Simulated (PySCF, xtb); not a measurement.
Al(F)2(NH2) (AlF2H2N), SMILES [NH2][Al]([F])[F].

GFN2-xTB run with xtb at its own geometry gives an orbital gap of 3.87 eV and a dipole moment of 3.41 D.

Coordinates come from a PBE0-D3(BJ)/def2-SVP optimisation. One conformer was computed; it need not be the lowest.

What does PySCF with r2SCAN/def2-TZVPD give? (The exact figures need the calculation; the answer reports its results.)

gap 5.67 eV (levels -6.96 and -1.30 eV), dipole 2.59 D.
